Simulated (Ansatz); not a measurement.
Start from `C[SiH]([SiH3])[SeH]` and change one element to get `C[SiH](O)[SiH3]`.

Ansatz, PBE0-D4/def2-TZVP geometries, multiplicity 1. Each molecule was computed in one conformer, which needn't be the lowest.

Scalar relativity is left out up to krypton.

| property | `C[SiH]([SiH3])[SeH]` |
| --- | --- |
| HOMO energy (PBE0/def2-TZVPP) / eV | -6.83 |
| size of the dipole moment (ωB97M-V/def2-TZVPP) / D | 1.14 |
| size of the dipole moment (B3LYP/def2-TZVPP) / D | 1.11 |
| HOMO–LUMO gap (PBE0/def2-TZVPP) / eV | 6.44 |
| size of the dipole moment (PBE/def2-TZVPP) / D | 1.04 |
| HOMO energy (ωB97M-V/def2-TZVPP) / eV | -8.94 |

Task: What does the change do to each property? (An estimate is asked.)

Result: Ansatz gave: 
```csv
property,`C[SiH](O)[SiH3]`,shift
HOMO energy (PBE0/def2-TZVPP) / eV,-7.84,-1.01
size of the dipole moment (ωB97M-V/def2-TZVPP) / D,1.88,0.74
size of the dipole moment (B3LYP/def2-TZVPP) / D,1.87,0.76
HOMO–LUMO gap (PBE0/def2-TZVPP) / eV,7.80,1.36
size of the dipole moment (PBE/def2-TZVPP) / D,1.85,0.81
HOMO energy (ωB97M-V/def2-TZVPP) / eV,-9.90,-0.96
```

With PBE0 the HOMO falls by 1.01 eV and the LUMO rises by 0.35 eV, so the gap widens by about 1.36 eV. PBE moves the HOMO by -0.95 eV and ωB97M-V by -0.96 eV. Dipoles are sizes alone; their direction can turn.

B3LYP here is the variant with VWN-RPA as its local correlation; programs differ in this.

Spin–orbit coupling is left out; it splits and shifts lone-pair levels of the heavy atoms by tenths of an eV.
